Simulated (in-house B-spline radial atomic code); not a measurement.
# Binding energies in the aluminium ion Al⁺

NIST's tabulated ground configuration is [Ne] 3s2; each binding energy is the energy of the ion with one electron taken from that subshell, relaxed, less that of the parent. Method: Dirac-Kohn-Sham PBE, spherical fractional occupations, Fermi nucleus of rms radius 3.061 fm. Calculated with an all-electron radial atomic-structure program (B-spline basis). Energies include first-order Breit, QED and recoil terms.

| subshell | X-ray name | binding energy (eV) | -ε (eV) | relaxation (eV) |
| --- | --- | --- | --- | --- |
| 1s | K | 1589.8 | 1519.5 | -71.3 |
| 2s | L1 | 130.6 | 116.5 | -14.2 |
| 2p1/2 | L2 | 93.11 | 78.28 | -14.87 |
| 2p3/2 | L3 | 92.65 | 77.84 | -14.83 |
| 3s | M1 | 19.22 | 14.81 | -4.42 |

Relaxation = -ε minus the binding energy without Breit, QED and recoil terms. With a density functional, K lines can miss by some tenths of a per cent, more in light atoms. For a density functional the relaxation so defined is negative, because -ε of a Kohn-Sham level is smaller than the binding energy.

Emission lines follow as differences of binding energies, with λ = 12398.42 eV·Å / E:

```tsv
line	holes	energy (eV)	wavelength (Å)
K-L3	1s → 2p3/2	1497.1	8.2813
K-L2	1s → 2p1/2	1496.7	8.2839
L3-M1	2p3/2 → 3s	73.4	168.85
```

(1) What screening constant σ does Moseley's law, E = (3/4)·13.6057 eV·(Z - σ)², need for K-L3?

(2) What does it cost to remove both a 2p1/2 and a 3s electron?

(3) What does it cost to remove both a 2s and a 2p1/2 electron?

(4) What does it cost to remove both a 2s and a 2p3/2 electron?

Answers

(1) σ = 0.89.

(2) 125.75 eV, which is 13.42 eV more than the two single binding energies together.

(3) 254.63 eV, which is 30.89 eV more than the two single binding energies together.

(4) 254.14 eV, which is 30.85 eV more than the two single binding energies together.
